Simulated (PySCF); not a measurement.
C₇H₁₂F₂.
SMILES with atom numbers: `[CH3:1][C@@H:2]1[CH2:3][C@H:4]([F:5])[CH2:6][CH2:7][C@H:8]1[F:9]`

Definitions: NICS(0) = −σiso at the ring centroid; NICS(1) = −σiso and NICS(1)zz = −σzz at ±1 Å along the ring normal z. Level: GIAO PBE0/pcSseg-1 (PySCF, non-relativistic, gas phase) on the GFN2-xTB geometry, one conformer.

Ring bond lengths (Å), with Mayer bond orders in brackets: C2–C3 1.529 (0.98), C3–C4 1.524 (1.02), C4–C6 1.524 (1.01), C6–C7 1.523 (1.02), C7–C8 1.525 (1.02), C8–C2 1.531 (0.96).

**Question.** What do the NICS probes read (ppm)?

**Answer.** 
```
             ring                                            type  NICS(0)  NICS(1), two faces  NICS(1)zz, two faces  rms pucker (Å)  centre to ring atoms, mean (Å)
C2–C3–C4–C6–C7–C8  6-membered carbocycle; formal bonds all single     -4.9         -3.7 / -3.5             2.3 / 2.2            0.24                            1.47
```

**Question.** What can be read from them?

**Answer.** 
- C2–C3–C4–C6–C7–C8: mean NICS(1)zz 2.3 ppm, near zero. C2, C3, C4, C6, C7, C8 have four or more neighbours, so the value isn't read as a sign of a π ring current.

**Question.** At the second NICS(1) probe listed for ring C2–C3–C4–C6–C7–C8, 1 Å off the ring, how large is the induced field along the normal in 1 T applied along it?

**Answer.** NICSzz × B0 = 2.2 ppm × 1 T = 2 μT, along the applied field.

**Question.** List the ring angles and the Hirshfeld charges of the ring atoms.

**Answer.** 
- C2–C3–C4–C6–C7–C8: C2 109.2° (-0.030 e), C3 111.1° (-0.079 e), C4 111.1° (+0.065 e), C6 109.7° (-0.077 e), C7 110.4° (-0.077 e), C8 111.8° (+0.065 e); sum 663.2° against 720° for a flat convex ring.

**Question.** What are the shieldings of the ring atoms and their hydrogens in the same run (means over atoms taken as equivalent)?

**Answer.** 
```
  atoms         environment  σ isotropic (ppm)  principal values of the symmetric part, first atom (ppm)
     C2       sp3 CH carbon              147.2                                       138.2, 142.5, 160.7
     C3     ring CH2 carbon              144.4                                       123.1, 141.6, 168.6
     C4      sp3 C–F carbon               93.0                                         57.1, 74.3, 147.6
     C6     ring CH2 carbon              152.5                                       138.0, 149.7, 169.7
     C7     ring CH2 carbon              153.5                                       138.1, 151.5, 170.8
     C8      sp3 C–F carbon               88.0                                         55.7, 75.5, 132.7
H on C2    methine hydrogen              30.26                                          27.1, 30.1, 33.5
H on C3  methylene hydrogen              29.60                                          25.0, 29.1, 34.7
H on C3  methylene hydrogen              30.54                                          27.6, 30.1, 33.9
H on C4    methine hydrogen              27.05                                          23.8, 28.0, 29.3
H on C6  methylene hydrogen              29.52                                          24.9, 27.6, 36.1
H on C6  methylene hydrogen              30.22                                          27.4, 28.5, 34.8
H on C7  methylene hydrogen              30.20                                          27.2, 28.6, 34.8
H on C7  methylene hydrogen              29.52                                          24.7, 27.8, 36.0
```

The list is cut; further classes of hydrogen are left out.

The run took 43 s wall on one thread, Arm Neoverse V2 (aarch64), shared host with 96 logical CPUs at a one-minute load of 82, and the process peaked at 1.0 GiB of memory. This is the whole shielding run at PBE0/pcSseg-1, SCF included.
